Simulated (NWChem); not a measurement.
Everything below was run with NWChem. System: H5InS, charge 0, spin multiplicity 1, at a geometry optimised with PBE0/def2-SVP with def2 effective core potentials on In. The structure started from a generated list of species. Level: B3LYP/def2-TZVPD with def2 effective core potentials on In, VWN1-RPA local correlation.

Job file:

```
start mol
memory heap 200 mb stack 900 mb global 1100 mb
geometry units angstroms nocenter noautoz
  In    -0.020730     0.739821     0.000000
  H     -0.875423     0.875301    -1.505527
  H     -0.875423     0.875301     1.505527
  H      1.716954     0.853333     0.000000
  S     -0.043889    -2.141859     0.000000
  H      0.875941    -2.292698    -0.977834
  H      0.875941    -2.292698     0.977834
  symmetry group Cs
end
basis spherical
  * library def2-tzvpd
end
ecp
  In library def2-ecp
end
dft
  xc b3lyp
  semidirect memsize 60000000 filesize 0
  iterations 100
end
task dft energy
```

Part of the output:

```
             Northwest Computational Chemistry Package (NWChem) 7.3.0
             --------------------------------------------------------

                                NWChem Input Module
                                -------------------

 Scaling coordinates for geometry "geometry" by  1.889725989
 (inverse scale =  0.529177249)

 Turning off AUTOSYM since
 SYMMETRY directive was detected!

                             Geometry "geometry" -> ""
                             -------------------------

 Output coordinates in angstroms (scale by  1.889725989 to convert to a.u.)

  No.       Tag          Charge          X              Y              Z
 ---- ---------------- ---------- -------------- -------------- --------------
    1 In                  49.0000    -0.02073000     0.73982100     0.00000000
    2 H                    1.0000    -0.87542300     0.87530100    -1.50552700
    3 H                    1.0000    -0.87542300     0.87530100     1.50552700
    4 H                    1.0000     1.71695400     0.85333300     0.00000000
    5 S                   16.0000    -0.04388900    -2.14185900     0.00000000
    6 H                    1.0000     0.87594100    -2.29269800    -0.97783400
    7 H                    1.0000     0.87594100    -2.29269800     0.97783400

 Effective nuclear repulsion energy (a.u.)     225.8755488401

            Nuclear Dipole moment (a.u.)
            ----------------------------
        X                 Y               Z
 ---------------- ---------------- ----------------
    -0.0000075589     0.0000453534     0.0000000000

      Symmetry information
      --------------------

 Group name             Cs
 Group number              2
 Group order               2
 No. of unique centers     5

      Symmetry unique atoms

     1    2    4    5    6


 Summary of "ao basis" -> "" (spherical)
 ------------------------------------------------------------------------------
       Tag                 Description            Shells   Functions and Types
 ---------------- ------------------------------  ------  ---------------------
 *                         def2-tzvpd                 on all atoms

                                 NWChem DFT Module
                                 -----------------

 Summary of "ao basis" -> "ao basis" (spherical)
 ------------------------------------------------------------------------------
       Tag                 Description            Shells   Functions and Types
 ---------------- ------------------------------  ------  ---------------------
 In                        def2-tzvpd               18       56   7s5p4d2f
 H                         def2-tzvpd                5        9   3s2p
 S                         def2-tzvpd               16       46   6s6p3d1f

 Summary of "ao basis" -> "ao basis" (spherical)
 ------------------------------------------------------------------------------
       Tag                 Description            Shells   Functions and Types
 ---------------- ------------------------------  ------  ---------------------
 In                        def2-tzvpd               18       56   7s5p4d2f
 H                         def2-tzvpd                5        9   3s2p
 S                         def2-tzvpd               16       46   6s6p3d1f

      Symmetry analysis of basis
      --------------------------

        a'         93
        a"         54

            General Information
            -------------------
          SCF calculation type: DFT
          Wavefunction type:  closed shell.
          No. of atoms     :     7
          No. of electrons :    42
           Alpha electrons :    21
            Beta electrons :    21
          Charge           :     0
          Spin multiplicity:     1
          Use of symmetry is: on ; symmetry adaption is: on
          Maximum number of iterations: 100
          AO basis - number of functions:   147
                     number of shells:    59
          Convergence on energy requested:  1.00D-06
          Convergence on density requested:  1.00D-05
          Convergence on gradient requested:  5.00D-04

              XC Information
              --------------
                         B3LYP Method XC Potential
                     Hartree-Fock (Exact) Exchange  0.200
                        Slater Exchange Functional  0.800 local
                    Becke 1988 Exchange Functional  0.720 non-local
              Lee-Yang-Parr Correlation Functional  0.810
                  VWN I RPA Correlation Functional  0.190 local

             Grid Information
             ----------------
          Grid used for XC integration:  medium
          Radial quadrature: Mura-Knowles
          Angular quadrature: Lebedev.
          Tag              B.-S. Rad. Rad. Pts. Rad. Cut. Ang. Pts.
          ---              ---------- --------- --------- ---------
          In                  1.55      123          14.0       590
          H                   0.35       45          13.0       434
          S                   1.00       88          15.0       590
          Grid pruning is: on
          Number of quadrature shells:   346
          Spatial weights used:  Erf1

          Convergence Information
          -----------------------
          Convergence aids based upon iterative change in
          total energy or number of iterations.
          Levelshifting, if invoked, occurs when the
          HOMO/LUMO gap drops below (HL_TOL):  1.00D-02
          DIIS, if invoked, will attempt to extrapolate
          using up to (NFOCK): 10 stored Fock matrices.

                    Damping( 0%)  Levelshifting(0.5)       DIIS
                  --------------- ------------------- ---------------
          dE  on:    start            ASAP                start
          dE off:    2 iters        100 iters           100 iters

      Screening Tolerance Information
      -------------------------------
          Density screening/tol_rho:  1.00D-10
          AO Gaussian exp screening on grid/accAOfunc:  14
          CD Gaussian exp screening on grid/accCDfunc:  20
          XC Gaussian exp screening on grid/accXCfunc:  20
          Schwarz screening/accCoul:  1.00D-08

      Superposition of Atomic Density Guess
      -------------------------------------

 Sum of atomic energies:        -618.03890753

      Non-variational initial energy
      ------------------------------

 Total energy =    -589.476293
 1-e energy   =   -1103.900038
 2-e energy   =     405.340688
 HOMO         =      -0.329514
 LUMO         =      -0.324868

      Symmetry analysis of molecular orbitals - initial
      -------------------------------------------------

  Numbering of irreducible representations:

     1 a'          2 a"

  Orbital symmetries:

     1 a'          2 a'          3 a"          4 a'          5 a'
     6 a'          7 a"          8 a'          9 a'         10 a'
    11 a"         12 a'         13 a'         14 a"         15 a'
    16 a"         17 a'         18 a"         19 a'         20 a'
    21 a"         22 a'         23 a'         24 a'         25 a'
    26 a'         27 a"         28 a'         29 a'         30 a"
    31 a'

------------------------------------------------------------
EAF file 0: "./mol.aoints.0" size=524288 bytes
------------------------------------------------------------
               write      read    awrite     aread      wait
               -----      ----    ------     -----      ----
     calls:        1         0         0         0         0
   data(b): 5.24e+05  0.00e+00  0.00e+00  0.00e+00
   time(s): 0.00e+00  0.00e+00  0.00e+00  0.00e+00  0.00e+00
rate(mb/s): 0.00e+00  0.00e+00
------------------------------------------------------------

   convergence    iter        energy       DeltaE   RMS-Dens  Diis-err    time
 ---------------- ----- ----------------- --------- --------- ---------  ------
 d= 0,ls=0.0,diis     1   -589.4062540808 -6.98D+02  2.14D+01  2.46D+00    10.3
 d= 0,ls=0.0,diis     2   -591.0782079298 -1.67D+00  1.47D-02  1.78D+00    11.9
 d= 0,ls=0.0,diis     3   -591.3899468250 -3.12D-01  3.45D-03  1.13D-01    13.7
 d= 0,ls=0.0,diis     4   -591.4021633020 -1.22D-02  9.29D-04  1.47D-02    15.3
 d= 0,ls=0.0,diis     5   -591.4036927990 -1.53D-03  2.13D-04  1.42D-03    16.9
  Resetting Diis
 d= 0,ls=0.0,diis     6   -591.4038558425 -1.63D-04  5.88D-05  4.27D-05    18.4
 d= 0,ls=0.0,diis     7   -591.4038616213 -5.78D-06  2.04D-05  3.56D-06    20.0
 d= 0,ls=0.0,diis     8   -591.4038616467 -2.54D-08  9.13D-06  3.61D-06    21.5

         Total DFT energy =     -591.403861646738
      One electron energy =    -1105.142651055518
           Coulomb energy =      448.938214114129
    Exchange-Corr. energy =      -44.282480999317
 Nuclear repulsion energy =      109.083056293968

 Numeric. integr. density =       41.999975626404

     Total iterative time =     19.1s

                  Occupations of the irreducible representations
                  ----------------------------------------------

                     irrep           alpha         beta
                     --------     --------     --------
                     a'               15.0         15.0
                     a"                6.0          6.0

                       DFT Final Molecular Orbital Analysis
                       ------------------------------------

 Vector   19  Occ=2.000000D+00  E=-3.133397D-01  Symmetry=a'
              MO Center= -4.6D-02, -1.6D+00, -9.4D-15, r^2= 3.4D+00
   Bfn.  Coefficient  Atom+Function         Bfn.  Coefficient  Atom+Function
  ----- ------------  ---------------      ----- ------------  ---------------
   100      0.480439  5 S  py               103      0.348272  5 S  py
    97      0.219592  5 S  py                 2     -0.181899  1 In s
    91     -0.181230  5 S  py                 5     -0.168487  1 In s
     1      0.134094  1 In s                  3      0.113248  1 In s
     6     -0.101699  1 In s                 15     -0.099976  1 In py

 Vector   20  Occ=2.000000D+00  E=-2.760940D-01  Symmetry=a"
              MO Center= -6.2D-01,  8.1D-01, -5.1D-14, r^2= 3.2D+00
   Bfn.  Coefficient  Atom+Function         Bfn.  Coefficient  Atom+Function
  ----- ------------  ---------------      ----- ------------  ---------------
    16     -0.249992  1 In pz                13      0.240065  1 In pz
    58      0.233129  2 H  s                 59      0.232504  2 H  s
    67     -0.233129  3 H  s                 68     -0.232504  3 H  s
    26      0.149798  1 In d  1              57      0.139110  2 H  s
    66     -0.139110  3 H  s                 19     -0.105416  1 In pz

 Vector   21  Occ=2.000000D+00  E=-2.740195D-01  Symmetry=a'
              MO Center=  6.2D-01,  7.8D-01,  7.1D-14, r^2= 3.3D+00
   Bfn.  Coefficient  Atom+Function         Bfn.  Coefficient  Atom+Function
  ----- ------------  ---------------      ----- ------------  ---------------
    76      0.271718  4 H  s                 77      0.269644  4 H  s
    14      0.247282  1 In px                11     -0.237385  1 In px
    75      0.161966  4 H  s                 58     -0.131734  2 H  s
    67     -0.131734  3 H  s                 59     -0.130509  2 H  s
    68     -0.130509  3 H  s                 25      0.129191  1 In d  0

 Vector   22  Occ=0.000000D+00  E=-4.371943D-02  Symmetry=a'
              MO Center=  4.3D-01, -1.2D+00,  4.9D-14, r^2= 9.8D+00
   Bfn.  Coefficient  Atom+Function         Bfn.  Coefficient  Atom+Function
  ----- ------------  ---------------      ----- ------------  ---------------
    21      0.784687  1 In py                 7     -0.711272  1 In s
    89      0.499103  5 S  s                106      0.436405  5 S  py
    88      0.362249  5 S  s                 87      0.297250  5 S  s
    18      0.256533  1 In py               132     -0.203835  6 H  s
   141     -0.203835  7 H  s                 15      0.187516  1 In py

 Vector   23  Occ=0.000000D+00  E=-2.947372D-02  Symmetry=a"
              MO Center=  2.2D-01, -2.1D+00,  3.0D-13, r^2= 3.6D+00
   Bfn.  Coefficient  Atom+Function         Bfn.  Coefficient  Atom+Function
  ----- ------------  ---------------      ----- ------------  ---------------
   101      0.388602  5 S  pz               104      0.265387  5 S  pz
   131      0.249839  6 H  s                140     -0.249839  7 H  s
   121      0.231488  5 S  d  1             136      0.169370  6 H  px
   145     -0.169370  7 H  px                98      0.144413  5 S  pz
   116      0.126458  5 S  d  1              92     -0.120813  5 S  pz

 Vector   24  Occ=0.000000D+00  E=-1.943098D-02  Symmetry=a'
              MO Center=  2.5D-01,  2.7D-01, -6.5D-13, r^2= 1.1D+01
   Bfn.  Coefficient  Atom+Function         Bfn.  Coefficient  Atom+Function
  ----- ------------  ---------------      ----- ------------  ---------------
     7      1.259019  1 In s                 89     -0.781772  5 S  s
     6     -0.735017  1 In s                132      0.311629  6 H  s
   141      0.311629  7 H  s                102     -0.275202  5 S  px
     5     -0.268560  1 In s                 18      0.265853  1 In py
    21     -0.250613  1 In py                15      0.223894  1 In py

 center of mass
 --------------
 x =  -0.02554731 y =   0.18076643 z =   0.00000000

 moments of inertia (a.u.)
 ------------------
         812.574606480029           9.556673728138           0.000000000000
           9.556673728138          45.143443834746           0.000000000000
           0.000000000000           0.000000000000         811.322939023936

     Multipole analysis of the density
     ---------------------------------

     L   x y z        total         alpha         beta         nuclear
     -   - - -        -----         -----         ----         -------
     0   0 0 0     -0.000000    -21.000000    -21.000000     42.000000

     1   1 0 0      0.388808     -0.354029     -0.354029      1.096865
     1   0 1 0     -1.062448     19.041579     19.041579    -39.145606
     1   0 0 1     -0.000000     -0.000000     -0.000000      0.000000

     2   2 0 0    -32.318245    -26.970611    -26.970611     21.622978
     2   1 1 0     -2.207791      4.077579      4.077579    -10.362949
     2   1 0 1      0.000000      0.000000      0.000000      0.000000
     2   0 2 0    -26.671347   -187.725753   -187.725753    348.780159
     2   0 1 1      0.000000      0.000000      0.000000      0.000000
     2   0 0 2    -31.403841    -27.210642    -27.210642     23.017444

 Task  times  cpu:       21.5s     wall:       21.5s

 Total times  cpu:       21.6s     wall:       21.6s
```
